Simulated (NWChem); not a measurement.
System: C3H3ClF2; SMILES FC(F)/C=C/Cl

NWChem input:

```
start job
memory heap 200 mb stack 900 mb global 1100 mb
geometry units angstroms noautosym nocenter noautoz
  F     -0.987019     2.305532    -0.294291
  C     -0.064134     1.561741     0.392820
  F      1.155172     1.748982    -0.195307
  C     -0.464124     0.117308     0.360991
  C      0.366547    -0.833493    -0.054977
  Cl    -0.061542    -2.521125    -0.094626
  H     -0.009442     1.968880     1.410032
  H     -1.468055    -0.107329     0.708797
  H      1.372721    -0.635338    -0.402613
end
basis spherical
  * library 6-31g*
end
dft
  xc b3lyp
  iterations 150
end
property
  shielding
end
task dft property
```

Coordinates come from a B3LYP/6-31G* (spherical d) optimisation.

GIAO values for the isolated, static molecule; σ is the absolute isotropic shielding, δ = σ(reference) − σ with the isolated reference molecule computed at the same levels (13C: tetramethylsilane, 19F: trichlorofluoromethane, 1H: tetramethylsilane).

Atoms are numbered as in the input.

### Question
Give the results of this calculation. (B3LYP/6-31G* (spherical d), GIAO.) Quantities: δ F3 (ppm); δ C4 (ppm); δ C5 (ppm); σ Cl6 (ppm); δ H7 (ppm); δ H8 (ppm); δ H9 (ppm).

### Answer
The δ F3 (ppm) is -151.2, the δ C4 (ppm) is 121.4 and the δ C5 (ppm) is 128.7. The σ Cl6 (ppm) comes out as 744.3 and the δ H7 (ppm) comes out as 6.30. The δ H8 (ppm) comes out as 5.62 and the δ H9 (ppm) is 6.32.
